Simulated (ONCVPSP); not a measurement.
# What one change does to a pseudopotential (Dy, ONCV)

```
Element                 : Dy
Generator               : ONCVPSP 4.0.1
Type                    : optimised norm-conserving Vanderbilt (ONCV)
Functional              : PBE
Relativity              : scalar-relativistic
Frozen core             : [Kr] 4d10 4f9
Valence charge          : 11
Reference configuration : 5s2 5p6 5d1.5 6s1.5
Partial waves           : 5s+6s: rc 2.15 bohr, ncon 3, nbas 7, qcut 7.4 1/bohr, 2 projectors; 5p: rc 2.50 bohr, ncon 5, nbas 8, qcut 6.8 1/bohr, 1 projector; 5d: rc 2.85 bohr, ncon 4, nbas 9, qcut 5 1/bohr, 1 projector
Local potential         : polynomial inside 1.50 bohr (lpopt 5, dvloc0 -1 Ha)
Core correction         : Teter function, fcfact 1.5, rcfact 1.2
```

All-electron outer shells of the reference configuration (PBE, scalar-relativistic, ld1.x):

```json
{"shell": "5s", "level (eV)": "-52.10", "outermost node (bohr)": "0.63", "outermost maximum (bohr)": "1.14"}
{"shell": "5p", "level (eV)": "-27.83", "outermost node (bohr)": "0.67", "outermost maximum (bohr)": "1.31"}
{"shell": "4f", "level (eV)": "-8.47", "outermost node (bohr)": "–", "outermost maximum (bohr)": "0.53"}
{"shell": "6s", "level (eV)": "-4.04", "outermost node (bohr)": "1.55", "outermost maximum (bohr)": "3.31"}
{"shell": "5d", "level (eV)": "-1.92", "outermost node (bohr)": "0.76", "outermost maximum (bohr)": "1.94"}
```

Change: reference 5s2 5p6 5d1 6s1 6p1; wave 5p: rc 2.50 bohr, ncon 5, nbas 8, qcut 6.8 1/bohr, 1 projector becomes 5p+6p: rc 2.50 bohr, ncon 5, nbas 8, qcut 6.8 1/bohr, 2 projectors.

Cutoffs: the cutoffs (Ha) at which the residual kinetic energy of the hardest occupied pseudo-wave falls to 1 and 0.1 mHa per electron; they do not see the model core or the augmentation charge, which bear on the density cutoff. Errors are all-electron minus pseudo energies relative to the spin-unpolarised reference configuration.

What does the change do?

The potential gets neither clearly harder nor softer (16 Ha and 19 Ha → 16 Ha and 19 Ha); the range in which the p phases agree widens (upper end 0.1 → 4.2); neither file shows a bound ghost.

```tsv
quantity	base	changed
cutoff, loose	16 Ha	16 Ha
cutoff, tight	19 Ha	19 Ha
loose cutoff by channel	s 16 Ha, p 10 Ha, d 8.0 Ha	s 16 Ha, p 11 Ha, d 8.2 Ha
bound ghosts	none	none
GHOST(+) flags under 300 eV	s at 104.0 eV, s at 116.5 eV	s at 115.9 eV
largest error over its own tests, meV	-221	-197
s: phases at 2.18 bohr within 0.05 rad from the reference energy up to (Ha; the scan ends near 5)	3.8	3.8
p: phases at 2.54 bohr within 0.05 rad from the reference energy up to (Ha; the scan ends near 5)	0.1	4.2
d: phases at 2.90 bohr within 0.05 rad from the reference energy up to (Ha; the scan ends near 5)	3.8	3.8
rms error of d²Exc/dni dnj with the model core, mHa	3.30	2.71
```
